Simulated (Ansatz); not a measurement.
Gas-phase electronic energies from Ansatz, PBE0-D4/def2-TZVP geometries. CBS: MP2 limit from def2 TZ/QZ plus the TZ coupled-cluster correction, frozen cores. This one scheme is used for every species. Functionals use def2-TZVPP. Elements past krypton have def2 core potentials. For Sn outer-core shells are correlated without core-valence functions, which leaves a few kJ/mol of doubt a bond.

`C[Si](F)(F)[SnH3]` + H–F → `F[Si](F)(F)[SnH3]` + CH₄  (ligand exchange at the Si–C bond)

Question: Is it downhill or uphill in electronic energy at CCSD(T)/CBS, and by how much? (Best estimate.)

Answer: Ansatz gave: Downhill: ΔE = -35.6 kcal/mol.

Question: What do these levels give: r2SCAN-D4, PBE0-D4, ωB97X-V, ωB97M-V, r2SCAN, PBE0, HF/def2-TZVPP, SCS-MP2/def2-TZVPP, CCSD/def2-TZVPP, CCSD(T)/def2-TZVPP, HF/def2-QZVPP, CCSD/CBS(def2)? (Best estimate.)

Answer: Ansatz gave: r2SCAN-D4 -37.1, PBE0-D4 -34.1, ωB97X-V -36.5, ωB97M-V -36.5, r2SCAN -37.4, PBE0 -35.0, HF/def2-TZVPP -41.4, SCS-MP2/def2-TZVPP -37.2, CCSD/def2-TZVPP -36.8, CCSD(T)/def2-TZVPP -36.1, HF/def2-QZVPP -42.0, CCSD/CBS(def2) -36.2 kcal/mol.

Largest T1 diagnostic among the species: 0.013.

In def2-TZVPP, CCSD(T) changes the Hartree–Fock value by +5.3 kcal/mol (the triples alone add +0.6 kcal/mol) and MP2 by +5.5 kcal/mol. The D4 term adds +1.6 kcal/mol with B3LYP and +0.9 kcal/mol with PBE0; it sums over pairs of atoms, weighted by their polarisabilities, and B3LYP, whose exchange is more repulsive, gets the larger term.

B3LYP here is the variant with VWN-RPA as its local correlation; programs differ in this.
